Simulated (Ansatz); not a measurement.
Total energies of In10As11H28⁺, a nanocrystal cut from wurtzite InAs (hydrogen-capped) from Ansatz at PBE-D4/def2-TZVP, gas phase (1 Eh = 27.2114 eV = 2625.5 kJ/mol). The reference geometry is relaxed at PBE-D4/def2-SVP.

Cartesian coordinates in Å:
```
As -1.938 -2.304 3.320
In -4.517 -1.193 3.297
As 2.424 -2.713 1.983
In 2.935 -4.319 -0.153
In 0.112 -1.452 1.829
As -0.903 -1.382 -0.640
As -3.782 0.691 1.450
In -3.348 -0.251 -1.009
As 3.088 -2.142 -1.911
In 1.001 -0.514 -2.264
As -0.021 -0.505 -4.727
As -2.697 1.641 -2.788
In -2.440 0.791 -5.374
In 4.312 -1.279 3.334
As 0.284 1.161 2.346
In -2.073 2.455 2.452
As 4.305 0.781 1.462
In 2.230 2.417 0.996
As 1.326 1.996 -1.499
As -1.650 4.150 0.368
In -0.866 3.450 -2.132
H -1.966 -3.806 3.049
H -1.359 -2.395 4.730
H -5.437 -2.404 2.480
H -4.600 -0.394 4.827
H 2.013 -3.751 3.032
H 1.437 -5.002 -0.693
H 4.561 -4.887 -0.037
H -1.008 -2.857 -1.028
H -5.041 1.543 1.273
H -4.511 -1.406 -1.583
H 3.469 -2.544 -3.334
H 4.272 -1.207 -1.677
H -0.021 -1.989 -5.088
H 1.154 -0.110 -5.619
H -3.951 2.517 -2.827
H -3.503 -0.548 -5.614
H -1.899 2.133 -6.318
H 5.834 -2.066 3.116
H 3.510 -0.517 4.667
H 0.805 1.195 3.783
H -2.425 3.272 3.937
H 4.768 0.317 0.082
H 5.475 1.731 1.712
H 2.444 4.099 1.363
H 2.417 2.532 -2.426
H -2.916 4.987 0.192
H -0.751 5.289 0.847
H -0.549 4.790 -3.184
```

```
           state   geometry   energy (Eh)
charge 1 singlet  reference  -26509.48040
charge 2 doublet  reference  -26509.12559
charge 0 doublet  reference  -26509.62772
```

In the def2 sets In takes a core potential; there is no spin–orbit coupling. Single mean-field runs in def2-TZVP are fitted with def2-universal-jkfit.

Task: Work out the vertical ionisation energy to the doublet.

Result: E(charge 2 doublet) − E(charge 1 singlet) = -26509.12559 − (-26509.48040) = 0.35481 Eh = 9.65 eV. For comparison, −ε of the highest occupied level is 8.24 eV at this level, 1.41 eV less.

Task: Work out the vertical electron affinity, to the doublet.

Result: E(charge 1 singlet) − E(charge 0 doublet) = -26509.48040 − (-26509.62772) = 0.14732 Eh = 4.01 eV.

Task: Give the fundamental gap IE − EA, the Mulliken electronegativity (IE + EA)/2 and the hardness (IE − EA)/2.

Result: From the values in Eh: IE − EA = 0.35481 − 0.14732 = 0.20749 Eh = 5.65 eV; (IE + EA)/2 = 6.83 eV; (IE − EA)/2 = 2.82 eV. The HOMO–LUMO gap of the same run is 3.01 eV, 2.64 eV smaller than the fundamental gap.

At PBE-D4/def2-TZVP the gap within one spin of the charge 2 doublet nearly closes, so an electron or hole may be smeared out by delocalisation error. At PBE-D4/def2-TZVP the gap within one spin of the charge 0 doublet nearly closes, so an electron or hole may be smeared out by delocalisation error.
